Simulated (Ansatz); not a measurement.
`C[CH](F)[AlH2]` and `C[CH2][AlH2]` differ in one atom or group.

Ansatz, PBE0-D4/def2-TZVP geometries, multiplicity 1. 

```
                                      property  `C[CH](F)[AlH2]`
            LUMO energy (PBE0/def2-TZVPP) / eV             -1.61
            HOMO energy (PBE0/def2-TZVPP) / eV             -7.47
           HOMO–LUMO gap (PBE/def2-TZVPP) / eV              3.72
         HOMO–LUMO gap (B3LYP/def2-TZVPP) / eV              5.44
size of the dipole moment (PBE/def2-TZVPP) / D              1.51
           HOMO energy (B3LYP/def2-TZVPP) / eV             -7.29
```

What does the change do to each property? (Estimate.)

Ansatz gave: 
```tsv
property	`C[CH2][AlH2]`	shift
LUMO energy (PBE0/def2-TZVPP) / eV	-1.30	0.31
HOMO energy (PBE0/def2-TZVPP) / eV	-7.54	-0.07
HOMO–LUMO gap (PBE/def2-TZVPP) / eV	4.22	0.50
HOMO–LUMO gap (B3LYP/def2-TZVPP) / eV	5.81	0.37
size of the dipole moment (PBE/def2-TZVPP) / D	0.83	-0.68
HOMO energy (B3LYP/def2-TZVPP) / eV	-7.34	-0.05
```

With PBE0 the HOMO falls by 0.07 eV and the LUMO rises by 0.31 eV, so the gap widens by about 0.38 eV. PBE moves the HOMO by -0.20 eV and ωB97M-V by -0.03 eV. Dipoles are sizes alone; their direction can turn.

B3LYP here is the variant with VWN-RPA as its local correlation; programs differ in this.
